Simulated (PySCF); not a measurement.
## Electron correlation in Xe (xenon, neutral)

[Xe], closed-shell 1S. Calculation: PySCF 2.14, in x2c-SVPall; the spin-free X2C one-electron Hamiltonian (Gaussian nucleus). Frozen: [Kr] 4d10; 8 electrons correlated.

MP2 pair energies summed by pair of shells (mhartree):

```csv
pair,energy,share (%)
5p-5p,-76.62,84.4
5s-5p,-11.08,12.2
5s-5s,-3.06,3.4
```

Total MP2 correlation energy: -90.76 mhartree.

Same-spin part -25.58 and opposite-spin part -65.18 mhartree; SCS-MP2 scales them by 1/3 and 6/5 to -86.74 mhartree.

| level | correlation energy (mhartree) |
| --- | --- |
| CCSD | -99.61 |
| (T) | -0.88 |
| CCSD(T) | -100.49 |

Diagnostics: T1 = 0.0051, D1 = 0.0076, largest double amplitude 0.051.

Task: Is a single reference adequate?

Result: Yes, within this model without spin-orbit coupling: T1 lies below 0.03 and no double amplitude reaches 0.07.
